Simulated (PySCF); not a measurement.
**Radial density of Te⁴⁷⁺ (tellurium, charge +47)**

UHF, [He] 2s2 2p1, 2P determinant. Calculation: PySCF 2.14, in an even-tempered Gaussian basis (17 s from 22 bohr⁻², ratio 2.2; 10 p from 28 bohr⁻², ratio 2.2; 5 d from 110 bohr⁻², ratio 2.4; 5 f from 160 bohr⁻², ratio 2.4; 4 g from 240 bohr⁻², ratio 2.4); no relativity, point nucleus.

```
r (bohr)  4πr²ρ (e/bohr)  4πr²(ρα − ρβ)
0.000498          0.2911         0.0000
0.000837          0.7951         0.0000
 0.00141           2.119         0.0000
 0.00237           5.426         0.0004
 0.00399           12.97         0.0027
 0.00670           27.62         0.0193
  0.0113           48.40         0.1219
  0.0190           60.96         0.6587
  0.0319           45.04         2.7326
  0.0537           23.08         7.3186
  0.0902           28.07         9.4241
   0.152           14.73         3.5321
   0.255          0.8441         0.1658
   0.429        0.001754         0.0003
```

A non-relativistic calculation at this Z misses sizeable relativistic shifts. Spin-orbit coupling, absent here, splits the open shell strongly.
